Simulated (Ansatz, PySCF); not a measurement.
This Ansatz (a first-principles code) input computes a B3LYP/def2-TZVPD energy:

Ansatz 0.2 input:
```yaml
crystal:
  periodic: [false, false, false]
  atoms:
    - {symbol: O, position_ang: [-1.38678678, 0.65845662, -0.05996264]}
    - {symbol: Se, position_ang: [0.03653741, -0.32252395, 0.02336881]}
    - {symbol: O, position_ang: [1.23150280, 0.71227016, -0.03935481]}
basis:
  gaussian:
    orbitals: def2-TZVPD
hamiltonian:
  xc: {name: B3LYP}
total_charge: 1
magnetization: {spin_polarized: true, initial_magnetization: 1}
output: {forces: true}
```

Question: Write an input for the same energy in PySCF and say what it gives.

Answer: 
```python
from pyscf import gto, scf, dft

mol = gto.M(
    atom='''
    O    -1.38678678    0.65845662   -0.05996264
    Se    0.03653741   -0.32252395    0.02336881
    O     1.23150280    0.71227016   -0.03935481
    ''',
    basis='def2-tzvpd',
    charge=1,
    spin=1,
    verbose=4,
)

mf = dft.UKS(mol, xc='b3lyp').density_fit(auxbasis='def2-universal-jkfit')
mf.grids.level = 3
mf.conv_tol = 1e-9
mf.max_cycle = 100
mf.max_memory = 1500
mf.kernel()
if not mf.converged:
    mf = mf.newton()
    mf.kernel(mf.make_rdm1())
for _ in range(2):
    mo, _, stable, _ = mf.stability(return_status=True)
    if stable:
        break
    mf.kernel(mf.make_rdm1(mo, mf.mo_occ))
mf.analyze()
```
It gives -2551.61089 Eh, and Ansatz -2551.61086 Eh, a difference of 0.03 mEh, from the treatment of integrals and grids.
